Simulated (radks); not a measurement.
Task: Coherent X-ray form factor from a spherical all-electron density. Method: non-relativistic Kohn-Sham, Slater X-alpha with alpha = 0.727, spin-polarised, spherical densities, point nucleus; computed with a radial shooting solver on a logarithmic mesh with Libxc functionals.

| sin(theta)/lambda (1/angstrom) | f0 (electrons) |
|---|---|
| 0.05 | 17.534 |
| 0.1 | 16.297 |
| 0.15 | 14.656 |
| 0.2 | 12.972 |
| 0.25 | 11.475 |
| 0.3 | 10.254 |
| 0.4 | 8.581 |
| 0.5 | 7.575 |
| 0.6 | 6.858 |
| 0.8 | 5.614 |
| 1 | 4.442 |
| 1.25 | 3.243 |
| 1.5 | 2.425 |
| 2 | 1.612 |

The species is in the configuration that NIST lists as its ground one. Which atom or ion scatters so?

Result: Neutral argon, [Ar]. Extrapolating in s^2 from the first two rows gives f0(0) = 17.9, near the electron count 18; among species with that count, the fall with angle is slower the higher Z, and the table is that of Z = 18; from so few rows the species is fixed only to a neighbour or two.
